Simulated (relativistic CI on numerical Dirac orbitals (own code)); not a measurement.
**Re²⁺ (5d5) in a crystal field**

Calculated by Dirac-Coulomb-Breit CI, orbitals from a KLI potential per configuration, model QED, valence Slater integrals scaled by 0.7, one configuration in a parametric crystal field (own radial code).

Field parameters in Wybourne normalisation: D4h B²₀ = −7Ds, B⁴₀ = 21(Dq − Dt), B⁴₄ = 21√(5/14) Dq. The field is a parameter set, without covalency.

S is read from ⟨S²⟩ = S(S + 1).

Levels (cm⁻¹, degeneracy): 0 (2), 4248 (2), 5150 (2), 20370 (2), 20621 (2), 21633 (2), 22451 (2), 22831 (2), 23414 (2), 25517 (2), 25670 (2), 26654 (2).

Question: Which field gives this pattern?
A. D4h, 10Dq = 29700, Ds = -1500, Dt = 100 cm⁻¹
B. D4h, 10Dq = 29700, Ds = -1090, Dt = 100 cm⁻¹
C. D4h, 10Dq = 29700, Ds = 3000, Dt = 100 cm⁻¹
D. D4h, 10Dq = 29700, Ds = -270, Dt = 100 cm⁻¹

Answer: D. D4h, 10Dq = 29700, Ds = -270, Dt = 100 cm⁻¹, ground level with S = 0.56.
